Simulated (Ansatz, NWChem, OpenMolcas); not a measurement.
**Strength of the Si–O bond: C2H6OSi → C2H5Si + OH**

Species: C2H6OSi `C=C[SiH2]O`, singlet; C2H5Si `C=C[SiH2]`, doublet; OH, doublet. 

Shapes, held fixed at every level: PBE0-D4/def2-TZVP. Flexible molecules stand in one conformer, not always the lowest. Programs: Ansatz 0.2.0, NWChem 7.3.0, OpenMolcas 26.06. A level may come from different programs for different species; with the same settings they agree closely. The zero-point and thermal change to 298 K, harmonic and unscaled (PBE0-D4/def2-TZVP), is -15.5 kJ/mol.

```tsv
level	kind	ΔH(298 K) (kJ/mol)
HF/def2-SVP	Hartree–Fock	+359.9
SPW92/def2-TZVPP	LDA	+578.0
PBE-D4/def2-TZVPP	GGA	+498.5
B3LYP/6-31G* (spherical functions)	global hybrid	+477.4
B3LYP-D4/def2-TZVPP	global hybrid	+495.3
BHLYP-D4/def2-TZVPP	global hybrid	+486.4
PBE0-D4/def2-TZVPP	global hybrid	+493.1
B2PLYP/def2-TZVPP	double hybrid	+506.9
```

B2PLYP/def2-TZVPP gives ΔH(298 K) = +506.9 kJ/mol; the levels span +359.9 to +578.0. The median of the levels is +494.2. Hartree–Fock misses the correlation of the pair that is broken and comes out low. No measured value is set beside it here. Spin contamination: C2H5Si (⟨S²⟩ up to 0.90). Open shells run unrestricted unless RO is named.
